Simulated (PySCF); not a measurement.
Cartesian coordinates in Å; atom numbers follow the order of the lines, from 1:
```xyz
16

Si    2.872    0.517   -0.170
O     1.754   -0.641   -0.536
C     0.460   -0.477   -0.281
C    -0.446   -1.426   -0.583
C    -1.847   -1.286   -0.326
C    -2.414   -0.203    0.242
Si   -1.330    1.223    0.740
O     0.176    0.692    0.288
H     2.594    1.746   -0.908
H     4.042   -0.201   -0.650
H     2.892    0.772    1.268
H    -0.084   -2.331   -1.042
H    -2.461   -2.128   -0.623
H    -3.483   -0.194    0.393
H    -1.212    1.476    2.180
H    -1.522    2.470   -0.006
```

- GIAO PBE0/pcSseg-1 shieldings
- structure optimised with GFN2-xTB
- run in PySCF 2.14
- one computed conformer, non-relativistic, equivalent nuclei averaged, no solvent model

**Question.** Predict the 2D correlation tables (HSQC, COSY, HMBC).

**Answer.** 

HSQC (one-bond C–H):
```csv
δH,δC
7.16 (H13),155.4 (C5)
4.88 (H14),99.9 (C6)
4.64 (H12),84.1 (C4)
```

COSY cross peaks (H two or three bonds apart, from the bond graph; peaks can be absent where the dihedral angle is near 90°):
```csv
δH,δH
7.16 (H13),4.88 (H14)
7.16 (H13),4.64 (H12)
6.07 (H15/H16),4.88 (H14)
```

HMBC (two and three bonds, from the bond graph):
```csv
δH,δC
7.16 (H13),"163.8 (C3), 99.9 (C6), 84.1 (C4)"
6.07 (H15/H16),"163.8 (C3), 155.4 (C5), 99.9 (C6)"
4.88 (H14),"155.4 (C5), 84.1 (C4)"
4.87 (H9/H10/H11),163.8 (C3)
4.64 (H12),"163.8 (C3), 155.4 (C5), 99.9 (C6)"
```

Chemical shifts δ = σref − σ; $^{1}$H (σ = 31.72 ppm), $^{13}$C (σ = 186.93 ppm) against TMS, all at this level.

Shifts are as computed. Against solution values, carbons near 30 ppm lie about +3 ppm off and those near 130 ppm about +5 ppm. Of 1211 compounds with measured shifts, 218 miss one by over three times the rms of a fit or turn the order of signals round; such compounds aren't used in these exercises.
